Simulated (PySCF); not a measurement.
Input file for PySCF: R-HF/STO-3G on H3NOSn (SMILES [NH2][Sn][OH]), a point of a torsion scan.

```python
from pyscf import gto, scf, dft, mp
from pyscf.data.elements import chemcore

mol = gto.M(
    atom='''
    N    -1.23368705   -0.05022705    0.19997572
    Sn    0.41750323   -1.16457614    0.73802789
    O     1.82441828   -0.04242501   -0.21802742
    H    -2.21031284   -0.21945229    0.39854517
    H    -1.18247914    0.78537475   -0.36788224
    H     2.36805060    0.70567697    0.00624571
    ''',
    basis='sto-3g',
    charge=0, spin=0, verbose=3, max_memory=1800)
mf = scf.RHF(mol)
mf.conv_tol = 1e-8
mf.max_cycle = 100
mf.kernel()
if not mf.converged:
    mf = mf.newton().run(mf.mo_coeff, mf.mo_occ)
```

The log:

```
converged SCF energy = -6092.58248453229
```

The run converged.

Cost: about 0.7 core-seconds (a rough figure).
